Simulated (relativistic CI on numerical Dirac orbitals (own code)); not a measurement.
# Crystal-field levels of Cr⁺, 3d5

Calculated by Dirac-Coulomb-Breit CI, separate exchange-only KLI orbitals for each configuration, a model potential for QED, valence Slater integrals scaled by 0.75, one configuration in a parametric crystal field (own radial code).

Field parameters in Wybourne normalisation: Oh B⁴₀ = 21Dq, B⁴₄ = √(5/14) B⁴₀. The field is a parameter set, without covalency.

S is read from ⟨S²⟩ = S(S + 1).

Levels (cm⁻¹, degeneracy): 0 (6), 14369 (2), 14379 (4), 14415 (4), 14439 (2), 17411 (2), 17432 (4), 17484 (2), 17486 (4), 18802 (2), 18953 (4), 18955 (2).

Problem. Which field gives this pattern?
A. Oh, 10Dq = 17600 cm⁻¹
B. Oh, 10Dq = 11900 cm⁻¹
C. Oh, 10Dq = 6200 cm⁻¹
D. Oh, 10Dq = 19500 cm⁻¹

Solution. C. Oh, 10Dq = 6200 cm⁻¹, ground level with S = 2.50.
